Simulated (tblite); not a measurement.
C7H11FS2.
Structure used (GFN2-xTB), in Å, numbered top down from 1:
```xyz
21
C7H11FS2 angstrom
C      3.326   -0.301    0.089
C      2.291    0.268    0.677
C      1.273    1.104   -0.035
C     -0.141    0.550    0.142
F     -0.451    0.543    1.490
C     -0.289   -0.867   -0.406
C     -1.623   -1.519   -0.069
S     -3.014   -0.756   -0.965
C     -2.856    0.898   -0.253
S     -1.296    1.719   -0.691
H      3.509   -0.192   -0.967
H      4.041   -0.887    0.640
H      2.123    0.151    1.739
H      1.284    2.118    0.376
H      1.491    1.163   -1.102
H      0.514   -1.474    0.022
H     -0.157   -0.828   -1.489
H     -1.832   -1.457    1.000
H     -1.621   -2.564   -0.374
H     -2.926    0.837    0.832
H     -3.655    1.511   -0.658
```

All values are computed: GFN2-xTB (tblite) harmonic vibrations without scaling, gas phase. The method is semi-empirical: single wavenumbers can be off by several per cent or more. One conformer, not necessarily the lowest.

Harmonic wavenumbers (cm⁻¹): 58.2, 59.0, 98.0, 149.3, 178.5, 228.0, 257.0, 275.5, 308.8, 350.7, 380.1, 382.1, 420.3, 533.3, 593.2, 673.2, 685.9, 705.9, 727.0, 780.7, 819.1, 875.4, 902.8, 913.5, 946.2, 983.1, 1018.9, 1034.2, 1073.2, 1082.2, 1090.0, 1151.2, 1158.2, 1166.8, 1191.5, 1216.9, 1265.6, 1271.0, 1305.4, 1322.3, 1381.3, 1412.1, 1438.7, 1446.9, 1452.6, 1719.0, 2956.9, 2963.1, 2975.2, 2978.1, 2999.8, 3005.0, 3016.8, 3037.4, 3069.3, 3101.6, 3131.3.

A = 1868, B = 643.8, C = 559.8 MHz; mass 178.029 u (most abundant isotopes); point group C1, symmetry number 1.

Q: What is the zero-point energy?

A: Half the sum of the wavenumbers: 35859 cm⁻¹ = 428.96 kJ/mol.

Q: Entropy at 500 K, 1 bar (ideal gas, RRHO, classical rotation)?

A: Translation 184.23, rotation 134.26, vibration 234.75: S = 553.2 J/(mol K).

Q: And Cp and H(500 K) − H(0)?

A: Cp = 272.08 J/(mol K), of which vibrations give 238.82 (their classical limit is 57 R = 473.9); H(500 K) − H(0) = 78.16 kJ/mol without the zero-point energy, 61.53 from vibrations.

Q: Which modes carry the vibrational entropy at 500 K?

A: 58.2 cm⁻¹: 23.18; 59.0 cm⁻¹: 23.07; 98.0 cm⁻¹: 18.87; 149.3 cm⁻¹: 15.40; 178.5 cm⁻¹: 13.94; 228.0 cm⁻¹: 11.97 J/(mol K); the other 51 give 128.32 together.

Q: What must be added to the electronic energy to get the Gibbs energy at 500 K and 1 bar?

A: ZPE + [H(500 K) − H(0)] − T·S = 428.96 + 78.16 − 276.62 = 230.50 kJ/mol.

Q: How do the functions run with temperature in this model?

A: 
```
T (K)  S (J/(mol K))  Cp (J/(mol K))  H − H(0) (kJ/mol)  G − H(0) (kJ/mol)  ln q(vib)
  100          301.5            82.6               5.55             -24.60       1.72
  200          374.3           132.4              16.33             -58.52       4.55
  300          437.5           183.4              32.10             -99.15       7.49
  800          700.5           353.1             173.14            -387.29      22.04
 1000          783.2           387.3             247.37            -535.85      27.37
```

q(vib) and H(0) count from the zero-point level.

Q: Blend soft modes into free rotors: weight 1/[1 + (100 cm⁻¹/ν̃)⁴] for the oscillator and the rest for a rotor with moment μB/(μ + B), μ = h/(8π²ν), B = 10⁻⁴⁴ kg m². What vibrational entropy results?

A: 219.37 J/(mol K) in place of 234.75, which changes −T·S at 500 K by +7.69 kJ/mol.

Hindered rotation and anharmonicity are outside this model. Other conformers, if any are populated, would add a mixing term that is left out. The structure is chiral; the term R ln 2 for an equal mix with its mirror image is left out.
